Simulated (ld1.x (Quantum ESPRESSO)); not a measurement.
## Building the TM potential for bismuth (Bi) (revPBE, non-relativistic).

| Item | Value |
| --- | --- |
| Element | Bi |
| Generator | ld1.x (Quantum ESPRESSO) 7.5 |
| Type | norm-conserving Troullier–Martins (Kleinman–Bylander form) |
| Functional | revPBE |
| Relativity | non-relativistic |
| Frozen core | [Xe] 4f14 5d10 |
| Valence charge | 5 |
| Reference configuration | 6s1.75 6p3.25 |
| Partial waves | 6s (bound): rc 1.88 bohr; 6p (bound): rc 2.60 bohr |
| Local potential | all-electron potential smoothed inside 2.20 bohr (lloc = -1) |
| Core correction | none |

All-electron outer shells of the reference configuration (revPBE, non-relativistic, ld1.x):

```json
{"shell": "5p", "level (eV)": "-89.89", "outermost node (bohr)": "0.50", "outermost maximum (bohr)": "0.90"}
{"shell": "5d", "level (eV)": "-31.20", "outermost node (bohr)": "0.51", "outermost maximum (bohr)": "1.03"}
{"shell": "6s", "level (eV)": "-11.46", "outermost node (bohr)": "1.10", "outermost maximum (bohr)": "2.13"}
{"shell": "6p", "level (eV)": "-4.82", "outermost node (bohr)": "1.19", "outermost maximum (bohr)": "2.54"}
```

**Question.** Does the generator finish with these settings?

**Answer.** Yes, a potential is produced and its reference levels are reproduced.

**Question.** Estimate the cutoffs (Ry, on a coarse ladder) from which the occupation-weighted sum of valence levels, in a spherical-Bessel basis at the reference potential, stays within 10 and 1 mRy of its value at 400 Ry.

**Answer.** 12 Ry and 45 Ry.

**Question.** Does the potential have ghost states?

**Answer.** Ghost states, extra bound levels that the all-electron valence spectrum of the same l lacks: s at -10.0 eV, d at -2.42 eV. A true bound ghost makes a file unfit for plane-wave use.

**Question.** Which valence shell sets the plane-wave cutoff?

**Answer.** 6s: its level needs 40 Ry to come within 1 mRy, against 12 Ry for 6p.

Its largest configuration-test error is +6.9 meV (6s1 6p4). 5 of 7 tests not solved or not reliable. Not counted: 6s2 6p2.5 (solver errors, printed error -100.0 eV); 6s2 6p2 (solver errors, printed error -48.1 eV); 6s2 6p1 (solver errors, printed error +25.4 eV); 2 more.
